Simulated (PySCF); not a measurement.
Harmonic spectrum computed at PBE in the def2-TZVP basis family (core potentials from Rb on, PySCF, no spin–orbit coupling):

```json
{"symmetry": "a1", "ω (cm⁻¹)": "640", "IR (km/mol)": "1.8"}
{"symmetry": "b2", "ω (cm⁻¹)": "1057", "IR (km/mol)": "343"}
{"symmetry": "a1", "ω (cm⁻¹)": "1172", "IR (km/mol)": "105"}
```

Task: Which molecule gave it? In each, all ligands are bound to the one heavy central atom.
A. CaF₂ (singlet)
B. CF₂ (singlet)
C. OF₂ (singlet)
D. BeF₂ (singlet)
E. AlF₂ (doublet)

Result: B. It has C2v symmetry with C–F 1.318 Å (×2).
